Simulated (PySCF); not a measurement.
trisilane (H8Si3), singlet, at a GFN2-xTB geometry; BLYP/STO-3G (PySCF).

The PySCF input:
```python
from pyscf import gto, scf, dft

mol = gto.Mole()
mol.atom = '''
    Si    1.844347    0.778114   -0.032315
    Si    0.164165   -0.812706   -0.092287
    Si   -1.998435   -0.015297    0.118937
    H     3.199017    0.233124   -0.147584
    H     1.701845    1.753556   -1.117068
    H     1.816064    1.543718    1.217351
    H     0.413797   -1.824509    0.949779
    H     0.276432   -1.592490   -1.337797
    H    -2.320290    0.952466   -0.933897
    H    -2.193734    0.681556    1.393588
    H    -3.034216   -1.048978    0.054940
'''
mol.basis = 'sto-3g'
mol.charge = 0
mol.spin = 0
mol.verbose = 4
mol.build()

mf = dft.RKS(mol)
mf.xc = 'blyp'
mf.diis = False
mf.max_cycle = 100
mf.kernel()
```

It wrote (shortened):

```
PySCF version 2.14.0

[INPUT] verbose = 4
[INPUT] num. atoms = 11
[INPUT] num. electrons = 50
[INPUT] charge = 0
[INPUT] spin (= nelec alpha-beta = 2S) = 0
[INPUT] symmetry False subgroup None
[INPUT] Mole.unit = angstrom
[INPUT] Symbol           X                Y                Z      unit          X                Y                Z       unit  Magmom
[...]
nuclear repulsion = 193.835725244928
number of shells = 23
number of NR pGTOs = 105
number of NR cGTOs = 35
basis = sto-3g
ecp = {}

******** <class 'pyscf.dft.rks.RKS'> ********
method = RKS
initial guess = minao
damping factor = 0
level_shift factor = 0
DIIS disabled
SCF conv_tol = 1e-09
SCF conv_tol_grad = None
SCF max_cycles = 100
direct_scf = True
direct_scf_tol = 1e-13
XC library pyscf.dft.libxc version 7.1.2
    S. Lehtola, C. Steigemann, M. J. T. Oliveira, and M. A. L. Marques,  SoftwareX 7, 1–5 (2018)
XC functionals = blyp
    A. D. Becke,  Phys. Rev. A 38, 3098 (1988)
    C. Lee, W. Yang, and R. G. Parr,  Phys. Rev. B 37, 785 (1988)
    B. Miehlich, A. Savin, H. Stoll, and H. Preuss,  Chem. Phys. Lett. 157, 200 (1989)
radial grids:
    Treutler-Ahlrichs [JCP 102, 346 (1995); DOI:10.1063/1.469408] (M4) radial grids

becke partition: Becke, JCP 88, 2547 (1988); DOI:10.1063/1.454033
pruning grids: <function nwchem_prune>
grids dens level: 3
symmetrized grids: False
atomic radii adjust function: <function treutler_atomic_radii_adjust>
small_rho_cutoff = 0
Set gradient conv threshold to 3.16228e-05
Initial guess from minao.
tot grids = 136008
init E= -862.383200819322
[...]
cycle= 1 E= -863.086685836441  delta_E= -0.703  |g|= 0.182  |ddm|= 3.36
[...]
cycle= 2 E= -863.087574379416  delta_E= -0.000889  |g|= 0.164  |ddm|= 0.588
[...]
cycle= 3 E= -863.088443879167  delta_E= -0.000869  |g|= 0.156  |ddm|= 0.567
[...]
cycle= 4 E= -863.088771774531  delta_E= -0.000328  |g|= 0.154  |ddm|= 0.551
[...]
cycle= 5 E= -863.089386202193  delta_E= -0.000614  |g|= 0.148  |ddm|= 0.538
[...]
cycle= 6 E= -863.089521429255  delta_E= -0.000135  |g|= 0.148  |ddm|= 0.527
[...]
cycle= 7 E= -863.089911942535  delta_E= -0.000391  |g|= 0.144  |ddm|= 0.52
[...]
cycle= 8 E= -863.089818941037  delta_E= 9.3e-05  |g|= 0.145  |ddm|= 0.517
[...]
cycle= 9 E= -863.089943700757  delta_E= -0.000125  |g|= 0.143  |ddm|= 0.517
[...]
cycle= 10 E= -863.089532369986  delta_E= 0.000411  |g|= 0.147  |ddm|= 0.523
[...]
cycle= 11 E= -863.089302479385  delta_E= 0.00023  |g|= 0.148  |ddm|= 0.534
[...]
cycle= 12 E= -863.088420060279  delta_E= 0.000882  |g|= 0.155  |ddm|= 0.552
[...]
cycle= 13 E= -863.087685344311  delta_E= 0.000735  |g|= 0.16  |ddm|= 0.578
[...]
cycle= 14 E= -863.086086036781  delta_E= 0.0016  |g|= 0.172  |ddm|= 0.611
[...]
cycle= 15 E= -863.084608797645  delta_E= 0.00148  |g|= 0.181  |ddm|= 0.654
[...]
cycle= 16 E= -863.081906495424  delta_E= 0.0027  |g|= 0.198  |ddm|= 0.706
[...]
cycle= 17 E= -863.079328108962  delta_E= 0.00258  |g|= 0.213  |ddm|= 0.769
[...]
cycle= 18 E= -863.074932621249  delta_E= 0.0044  |g|= 0.236  |ddm|= 0.842
[...]
cycle= 19 E= -863.070742616571  delta_E= 0.00419  |g|= 0.256  |ddm|= 0.927
[...]
cycle= 20 E= -863.063788249413  delta_E= 0.00695  |g|= 0.285  |ddm|= 1.02
[...]
cycle= 21 E= -863.057322574046  delta_E= 0.00647  |g|= 0.312  |ddm|= 1.13
[...]
cycle= 22 E= -863.046622157043  delta_E= 0.0107  |g|= 0.348  |ddm|= 1.25
[...]
cycle= 23 E= -863.037147622559  delta_E= 0.00947  |g|= 0.381  |ddm|= 1.38
[...]
cycle= 24 E= -863.021248884211  delta_E= 0.0159  |g|= 0.423  |ddm|= 1.53
[...]
cycle= 25 E= -863.00821975254  delta_E= 0.013  |g|= 0.461  |ddm|= 1.68
[...]
cycle= 26 E= -862.985682047445  delta_E= 0.0225  |g|= 0.509  |ddm|= 1.85
[...]
cycle= 27 E= -862.969221375353  delta_E= 0.0165  |g|= 0.551  |ddm|= 2.02
[...]
cycle= 28 E= -862.939181010611  delta_E= 0.03  |g|= 0.602  |ddm|=  2.2
[...]
cycle= 29 E= -862.920643892003  delta_E= 0.0185  |g|= 0.645  |ddm|= 2.38
[...]
cycle= 30 E= -862.883480327163  delta_E= 0.0372  |g|= 0.695  |ddm|= 2.56
[...]
[...]
[...]
cycle= 51 E= -862.614889873231  delta_E= -0.0326  |g|= 1.05  |ddm|= 3.97
[...]
cycle= 52 E= -862.579170844299  delta_E= 0.0357  |g|= 1.04  |ddm|= 3.98
[...]
cycle= 53 E= -862.6126571192  delta_E= -0.0335  |g|= 1.05  |ddm|= 3.98
[...]
cycle= 54 E= -862.577017670241  delta_E= 0.0356  |g|= 1.04  |ddm|= 3.99
[...]
cycle= 55 E= -862.611133278717  delta_E= -0.0341  |g|= 1.05  |ddm|= 3.99
[...]
cycle= 56 E= -862.575505023753  delta_E= 0.0356  |g|= 1.04  |ddm|= 3.99
[...]
cycle= 57 E= -862.610071878394  delta_E= -0.0346  |g|= 1.05  |ddm|= 3.99
[...]
cycle= 58 E= -862.574415605129  delta_E= 0.0357  |g|= 1.04  |ddm|=    4
[...]
cycle= 59 E= -862.609314193055  delta_E= -0.0349  |g|= 1.05  |ddm|=    4
[...]
cycle= 60 E= -862.573609155935  delta_E= 0.0357  |g|= 1.04  |ddm|=    4
[...]
cycle= 61 E= -862.608758278949  delta_E= -0.0351  |g|= 1.05  |ddm|=    4
[...]
cycle= 62 E= -862.572995095935  delta_E= 0.0358  |g|= 1.04  |ddm|=    4
[...]
cycle= 63 E= -862.608338586868  delta_E= -0.0353  |g|= 1.05  |ddm|=    4
[...]
cycle= 64 E= -862.572514661805  delta_E= 0.0358  |g|= 1.04  |ddm|=    4
[...]
cycle= 65 E= -862.608012776206  delta_E= -0.0355  |g|= 1.05  |ddm|=    4
[...]
cycle= 66 E= -862.572129409134  delta_E= 0.0359  |g|= 1.05  |ddm|=    4
[...]
cycle= 67 E= -862.60775327725  delta_E= -0.0356  |g|= 1.06  |ddm|=    4
[...]
cycle= 68 E= -862.571813871713  delta_E= 0.0359  |g|= 1.05  |ddm|=    4
[...]
cycle= 69 E= -862.607541926108  delta_E= -0.0357  |g|= 1.06  |ddm|= 4.01
[...]
cycle= 70 E= -862.571550896535  delta_E= 0.036  |g|= 1.05  |ddm|= 4.01
[...]
cycle= 71 E= -862.607366565354  delta_E= -0.0358  |g|= 1.06  |ddm|= 4.01
[...]
cycle= 72 E= -862.571328685416  delta_E= 0.036  |g|= 1.05  |ddm|= 4.01
[...]
cycle= 73 E= -862.60721889344  delta_E= -0.0359  |g|= 1.06  |ddm|= 4.01
[...]
cycle= 74 E= -862.571138919247  delta_E= 0.0361  |g|= 1.05  |ddm|= 4.01
[...]
cycle= 75 E= -862.607093103983  delta_E= -0.036  |g|= 1.06  |ddm|= 4.01
[...]
cycle= 76 E= -862.570975566665  delta_E= 0.0361  |g|= 1.05  |ddm|= 4.01
[...]
cycle= 77 E= -862.60698502349  delta_E= -0.036  |g|= 1.06  |ddm|= 4.01
[...]
cycle= 78 E= -862.570834124836  delta_E= 0.0362  |g|= 1.05  |ddm|= 4.01
[...]
cycle= 79 E= -862.606891563097  delta_E= -0.0361  |g|= 1.06  |ddm|= 4.01
[...]
cycle= 80 E= -862.570711132923  delta_E= 0.0362  |g|= 1.05  |ddm|= 4.01
[...]
cycle= 81 E= -862.606810368255  delta_E= -0.0361  |g|= 1.06  |ddm|= 4.01
[...]
cycle= 82 E= -862.57060385769  delta_E= 0.0362  |g|= 1.05  |ddm|= 4.01
[...]
cycle= 83 E= -862.606739593198  delta_E= -0.0361  |g|= 1.06  |ddm|= 4.01
[...]
cycle= 84 E= -862.570510088155  delta_E= 0.0362  |g|= 1.05  |ddm|= 4.01
[...]
cycle= 85 E= -862.606677754196  delta_E= -0.0362  |g|= 1.06  |ddm|= 4.01
[...]
cycle= 86 E= -862.570427999323  delta_E= 0.0362  |g|= 1.05  |ddm|= 4.01
[...]
cycle= 87 E= -862.606623632812  delta_E= -0.0362  |g|= 1.06  |ddm|= 4.01
[...]
cycle= 88 E= -862.57035606016  delta_E= 0.0363  |g|= 1.05  |ddm|= 4.01
[...]
cycle= 89 E= -862.606576210895  delta_E= -0.0362  |g|= 1.06  |ddm|= 4.01
[...]
cycle= 90 E= -862.570292969882  delta_E= 0.0363  |g|= 1.05  |ddm|= 4.01
[...]
cycle= 91 E= -862.606534625987  delta_E= -0.0362  |g|= 1.06  |ddm|= 4.01
[...]
cycle= 92 E= -862.570237612729  delta_E= 0.0363  |g|= 1.05  |ddm|= 4.01
[...]
cycle= 93 E= -862.60649813989  delta_E= -0.0363  |g|= 1.06  |ddm|= 4.01
[...]
cycle= 94 E= -862.570189024835  delta_E= 0.0363  |g|= 1.05  |ddm|= 4.01
[...]
cycle= 95 E= -862.606466115888  delta_E= -0.0363  |g|= 1.06  |ddm|= 4.01
[...]
cycle= 96 E= -862.570146369289  delta_E= 0.0363  |g|= 1.05  |ddm|= 4.01
[...]
cycle= 97 E= -862.606438001679  delta_E= -0.0363  |g|= 1.06  |ddm|= 4.01
[...]
cycle= 98 E= -862.570108916723  delta_E= 0.0363  |g|= 1.05  |ddm|= 4.01
[...]
cycle= 99 E= -862.606413316288  delta_E= -0.0363  |g|= 1.06  |ddm|= 4.01
[...]
cycle= 100 E= -862.570076029843  delta_E= 0.0363  |g|= 1.05  |ddm|= 4.01
SCF not converged.
SCF energy = -862.570076029843
```

Convergence was not reached.
